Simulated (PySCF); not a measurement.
revPBE single point of singlet RhH₃ at its PBE0 minimum.

An equivalent PySCF input for this run (the driver started from the density of an earlier step):

```python
from pyscf import gto, scf, dft
mol = gto.M(atom='''
Rh    -0.000000    -0.000000     0.027630
H      1.151933    -0.000015    -0.940417
H     -0.575954     0.997610    -0.940417
H     -0.575979    -0.997596    -0.940417''',
    basis={'Rh': 'def2-TZVP', 'H': 'def2-TZVP'},
    ecp={'Rh': 'def2-TZVP'},
    charge=0, spin=0)
mf = dft.RKS(mol, xc='PBE_R,PBE')
mf.grids.atom_grid = (75, 302)
aux = {'Rh': 'def2-universal-JKFIT', 'H': 'def2-universal-JKFIT'}
mf = mf.density_fit(auxbasis=aux)
mf.conv_tol = 1e-08
mf.diis_space = 10
mf.max_cycle = 60
mf.verbose = 4
mf.kernel()
```

SCF log (excerpt):

```
init E= -112.39696597771
  HOMO = -0.188792445326403  LUMO = -0.0765416506609946  gap/eV = 3.05450
cycle= 1 E= -112.398695599166  delta_E= -0.00173  |g|= 0.0205  |ddm|= 0.136
  HOMO = -0.197718747706814  LUMO = -0.080733346515342  gap/eV = 3.18333
cycle= 2 E= -112.398511042173  delta_E= 0.000185  |g|= 0.0409  |ddm|= 0.053
  HOMO = -0.192808962222979  LUMO = -0.0786567775449599  gap/eV = 3.10624
cycle= 3 E= -112.398753437574  delta_E= -0.000242  |g|= 0.0161  |ddm|= 0.0286
  HOMO = -0.193438306100515  LUMO = -0.0787835913944582  gap/eV = 3.11991
cycle= 4 E= -112.398803080221  delta_E= -4.96e-05  |g|= 0.00432  |ddm|= 0.0118
  HOMO = -0.192949484371147  LUMO = -0.0785683634246426  gap/eV = 3.11247
cycle= 5 E= -112.39880685223  delta_E= -3.77e-06  |g|= 0.000286  |ddm|= 0.00276
  HOMO = -0.192939655119999  LUMO = -0.0785665291031828  gap/eV = 3.11225
cycle= 6 E= -112.398806871807  delta_E= -1.96e-08  |g|= 6.16e-05  |ddm|= 0.000256
  HOMO = -0.192943175813537  LUMO = -0.0785682364768865  gap/eV = 3.11230
cycle= 7 E= -112.398806872825  delta_E= -1.02e-09  |g|= 4.75e-06  |ddm|= 5.87e-05
  HOMO = -0.192941477279308  LUMO = -0.0785675368953657  gap/eV = 3.11227
Extra cycle  E= -112.398806872769  delta_E= 5.59e-11  |g|= 1.76e-05  |ddm|= 1.43e-05
converged SCF energy = -112.398806872769
```

This run, together with those of the ionised and electron-attached species (not shown), took 5.8 s on 2 threads of a shared AMD EPYC 7571 host, with 58 basis functions; the process peaked at 0.67 GiB. Launch command: `OMP_NUM_THREADS=2 python axn.py task.json out`.
